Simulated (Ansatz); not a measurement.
Ligand exchange: C3H7FMg + CH4O → C3H8MgO + CH3F

Species: C3H7FMg `C[CH](C)[Mg][F]`, singlet; CH4O (methanol) `CO`, singlet; C3H8MgO `C[CH](C)[Mg][OH]`, singlet; CH3F (fluoromethane) `CF`, singlet. The partners trade F for OH: Mg–F and C–OH bonds give way to Mg–OH and C–F.

Shapes, held fixed at every level: PBE0-D4/def2-TZVP. Programs: Ansatz 0.2.0. The zero-point and thermal change to 298 K, harmonic and unscaled (PBE0-D4/def2-TZVP), is -3.3 kJ/mol.

```
               level                   kind  ΔH(298 K) (kJ/mol)  less CCSD(T)/def2-TZVPP
         HF/def2-SVP           Hartree–Fock               +56.7                     +2.8
    SPW92/def2-TZVPP                    LDA               +55.5                     +1.6
r2SCAN-D4/def2-TZVPP               meta-GGA               +53.6                     -0.3
   B2PLYP/def2-TZVPP          double hybrid               +54.4                     +0.5
      MP2/def2-TZVPP    perturbation theory               +55.2                     +1.3
    CCSD(T)/def2-SVP  coupled cluster or CI               +62.6                     +8.7
       CCSD/def2-SVP  coupled cluster or CI               +62.5                     +8.6
  CCSD(T)/def2-TZVPP  coupled cluster or CI               +53.9                      0.0
```

The highest level, CCSD(T)/def2-TZVPP, gives ΔH(298 K) = +53.9 kJ/mol; the levels span +53.6 to +62.6. The column of differences is taken from that level and isn't an error. No measured value is set beside it here. Correlated rows may include outer-core shells of Mg, which these sets cover unevenly.
